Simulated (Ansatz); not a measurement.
Born–Oppenheimer molecular dynamics of AlF2H3OSi (8 atoms, charge 0, multiplicity 1). It starts from a relaxed structure.

All numbers below come from RKS r2SCAN-D4/STO-3G in Ansatz 0.2.0.

```yaml
ensemble: NVE (velocity Verlet)
time_step: 0.5 fs
steps_asked: 500
starting_velocities_drawn_for: 2000 K
masses: H 2.014 u
seed: 349742
```

First frame:

```xyz
8
Properties=species:S:1:pos:R:3
Al -0.013 0.019 0.094
O 0.141 -0.404 1.724
Si -1.282 -0.485 2.637
H -2.223 -1.474 2.133
H -0.912 -0.862 3.986
H -1.986 0.787 2.701
F 1.342 0.107 -0.802
F -1.470 0.331 -0.570
```

(1) What does the run give?

(2) What happens to the structure?

(3) How do temperature and energy run in time?

Answers

(1) The run went to its last step.

```yaml
steps_done: 500
time_covered: 250 fs
mean_temperature_over_the_second_half: 1108 K
spread_of_the_potential_energy_over_the_second_half: 16.5 meV per atom
mean_potential_energy_of_the_second_half_above_the_start: 86.6 meV per atom
```

The conserved energy stayed within 0.23 meV per atom of its start (net change 0.13 meV per atom), so the integration is sound. Over the second half the temperature averaged 0.55 of the 2000 K drawn at the start: a run that starts near a minimum puts about half its kinetic energy into the potential. A run of 0.25 ps of so small a system gives no equilibrium averages. Limits of this set-up: minimal basis.

(2) The same pairs are bonded in the first frame and the last. Pairs count as bonded within 1.25 times the sum of covalent radii (0.12 Å more for H–H). The details hang on the random start.

(3) 
```tsv
time (fs)	T (K)	potential energy less start (eV)	conserved less start (meV/atom)
0.0	2000	0.000	0.00
12.5	1160	0.652	0.12
25.0	835	0.905	0.16
37.5	640	1.056	0.16
50.0	1342	0.511	0.08
62.5	1428	0.444	0.06
75.0	1238	0.592	0.15
87.5	805	0.929	0.19
100.0	482	1.179	0.18
112.5	1180	0.637	0.09
125.0	1350	0.504	0.05
137.5	1317	0.531	0.10
150.0	944	0.820	0.16
162.5	1113	0.689	0.11
175.0	1029	0.754	0.12
187.5	1059	0.731	0.10
200.0	1322	0.527	0.12
212.5	758	0.965	0.18
225.0	1334	0.518	0.11
237.5	1213	0.611	0.12
250.0	1123	0.682	0.13
```

Time of the run: 21 min on 1 thread of Arm Neoverse V2 (shared host), peak memory 0.11 GiB.
